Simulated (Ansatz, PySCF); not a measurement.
Cl3HSZr, SMILES [Cl][Zr]([Cl])([Cl])[SH], multiplicity 1. Atoms are numbered in the order given.

```xyz
6

Zr    -0.0512    -0.0066     0.0000
Cl    -0.4655     1.3007    -1.9002
Cl    -0.4655     1.3007     1.9002
Cl    -1.2590    -2.0049     0.0000
S      2.2874    -0.6575     0.0000
H      2.6801     0.6435     0.0000
```

Geometry: B3LYP-D3(BJ)/def2-SVP. The multiplicity is an assumed one; no other spin state was optimised. The structure was generated by enumeration; whether it is a known compound was not checked. The def2 effective core potentials stand for the cores of Zr; spin–orbit coupling is left out. The values are those of a single conformer.

Vertical ionisation energy (IE) and electron affinity (EA) in eV. Rows of orbital energies are one-electron estimates. Where ΔSCF, EOM or ADC give a negative EA the extra electron is unbound and the value depends on the basis.

```json
[
 {"level": "−ε(HOMO), −ε(LUMO), ωB97X/def2-TZVP (PySCF)", "IE": "10.63", "EA": "0.83"},
 {"level": "−ε(HOMO), −ε(LUMO), PBE/def2-TZVP (PySCF)", "IE": "___", "EA": "___"},
 {"level": "ΔSCF, CAM-B3LYP/def2-SVPD (Ansatz), final states of multiplicity 2 and 2", "IE": "10.37", "EA": "1.50"},
 {"level": "ΔSCF, PBE/def2-SVPD (Ansatz), final states of multiplicity 2 and 2", "IE": "10.00", "EA": "1.14"}
]
```

Problem. Some entries are withheld; supply them. (The exact figures need the calculation; the answer reports its results.)

Solution. 
- −ε(HOMO), −ε(LUMO), PBE/def2-TZVP (PySCF), IE: 7.09
- −ε(HOMO), −ε(LUMO), PBE/def2-TZVP (PySCF), EA: 3.65

Problem. What vertical singlet–triplet gap does ΔSCF give with CAM-B3LYP/def2-SVPD (Ansatz, a quantum-chemistry and plane-wave program) and with PBE/def2-SVPD (Ansatz)? (The exact figures need the calculation; the answer reports its results.)

Solution. 3.94 and 3.94 eV (triplet above singlet where positive).
